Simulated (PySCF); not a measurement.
Input for PySCF:
```python
from pyscf import gto, scf, dft

mol = gto.Mole()
mol.atom = '''
    Si   -0.006668   -0.002780    0.122759
    H     0.047787    1.131724   -0.834069
    H     0.045568   -1.092808   -0.884561
'''
mol.basis = 'sto-3g'
mol.charge = 0
mol.spin = 0
mol.verbose = 4
mol.build()

mf = dft.RKS(mol)
mf.xc = 'wb97x_v'
mf.kernel()
```

**Question.** What does this run give for the dipole moment, number of basis functions, Mulliken (on the basis functions themselves) charges in atom order, nuclear repulsion energy?

**Answer.** 
| Property | Value |
|---|---|
| dipole moment | 0.18 D |
| number of basis functions | 11 |
| Mulliken (on the basis functions themselves) charges in atom order | Si1 0.38, H2 -0.19, H3 -0.19 |
| nuclear repulsion energy | 10.2148 Eh |

**Question.** Roughly what does it cost on one core?

**Answer.** very roughly 19 core-seconds.
